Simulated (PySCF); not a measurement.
Fractional electron number in K⁺ (potassium, charge +1)

The 3p beta orbital of [Ar] is emptied in steps (occupation f), with all orbitals relaxed, ending at [Ne] 3s2 3p5. Calculation: PySCF 2.14, in aug-cc-pVTZ-X2C (7s6p4d2f, 59 functions); the spin-free X2C one-electron Hamiltonian (Gaussian nucleus). The exact energy is a straight line in f; departures are measured from the line between the end points of the same method.

Q: Among UHF, LDA, PBE, PBE0, r2SCAN, LC-wPBE, BHandHLYP, wB97X, B3LYP, BLYP, which shows the largest delocalisation error (convex curve), and which is closest to linear?

A: Most convex: LDA (-1.881 eV at f = 0.5); closest to linear: UHF (0.164 eV).

```tsv
f	UHF (eV)	LDA (eV)	PBE (eV)	PBE0 (eV)	r2SCAN (eV)	LC-wPBE (eV)	BHandHLYP (eV)	wB97X (eV)	B3LYP (eV)	BLYP (eV)
1	0.000	0.000	0.000	0.000	0.000	0.000	0.000	0.000	0.000	0.000
0.9	0.065	-0.673	-0.656	-0.480	-0.614	-0.215	-0.305	-0.250	-0.518	-0.656
0.7	0.144	-1.576	-1.532	-1.122	-1.425	-0.504	-0.716	-0.583	-1.213	-1.536
0.5	0.164	-1.881	-1.824	-1.336	-1.682	-0.599	-0.858	-0.694	-1.448	-1.832
0.3	0.132	-1.583	-1.529	-1.120	-1.397	-0.499	-0.726	-0.581	-1.218	-1.540
0.1	0.054	-0.679	-0.653	-0.479	-0.592	-0.211	-0.313	-0.248	-0.522	-0.659
0	0.000	0.000	0.000	0.000	0.000	0.000	0.000	0.000	0.000	0.000
```

| method | E(f=0) − E(f=1) (eV) | −ε at f=1 (eV) | −ε at f=0.5 (eV) |
| --- | --- | --- | --- |
| UHF | 31.116 | 31.852 | 31.080 |
| LDA | 32.532 | 25.075 | 32.510 |
| PBE | 32.304 | 25.029 | 32.311 |
| PBE0 | 32.357 | 27.033 | 32.360 |
| r2SCAN | 32.397 | 25.562 | 32.483 |
| LC-wPBE | 32.472 | 30.078 | 32.485 |
| BHandHLYP | 32.262 | 28.891 | 32.234 |
| wB97X | 32.380 | 29.612 | 32.389 |
| B3LYP | 32.412 | 26.667 | 32.396 |
| BLYP | 32.173 | 24.894 | 32.162 |

Reference removal energy between the ground levels: 31.625 eV (measured; NIST Atomic Spectra Database, ionization energies). The calculation has no spin-orbit coupling. UHF lacks correlation.
